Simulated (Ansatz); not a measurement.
Species: [Cd(F)(Br)] (charge 0, multiplicity 1), formula BrCdF.

How many basis functions does frozen-core CCSD(T)/def2-TZVPP // BP86-D3(BJ)/def2-SVP (Ansatz, a quantum-chemistry and plane-wave program) use, how many core orbitals are frozen, and how many electrons are correlated?

135 basis functions and 10 frozen orbitals, which leaves 44 correlated electrons. Core time is of the order of seconds.
